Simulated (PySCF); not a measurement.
Working out the ionisation energy of V⁺

V⁺ [Ar] 3d4 (5D) → V²⁺ [Ar] 3d3 (4F). Computed with PySCF 2.14 in def2-SVP (5s3p2d1f, 31 functions), with the non-relativistic Hamiltonian (point nucleus). Frozen: [Ar]. Energies in hartree (1 hartree = 27.21139 eV):

```tsv
part	V⁺ (lower)	V²⁺ (upper)
UHF	-942.530043	-942.049601
MP2 opposite-spin	0.000000	0.000000
MP2 same-spin	-0.030589	-0.010040
```

**Question.** What does Hartree-Fock give?

**Answer.** (-942.049601) − (-942.530043) = 0.480442 hartree = 13.073 eV.

**Question.** What do MP2 and SCS-MP2 (6/5 opposite-spin, 1/3 same-spin) give?

**Answer.** The opposite-spin parts differ by 0.000 eV and the same-spin parts by 0.559 eV. MP2: 13.073 + (0.000) + (0.559) = 13.632 eV. SCS-MP2: 13.073 + 1.2 × (0.000) + (0.559)/3 = 13.259 eV.

Reference: 14.634 ± 0.007 eV (measured; NIST Atomic Spectra Database, ionization energies), between the lowest levels; spin-orbit coupling is absent from the calculation.

The calculation is non-relativistic.

A double-zeta basis recovers only part of the correlation energy.

What remains against the reference includes basis incompleteness, the frozen core and correlation beyond second order.
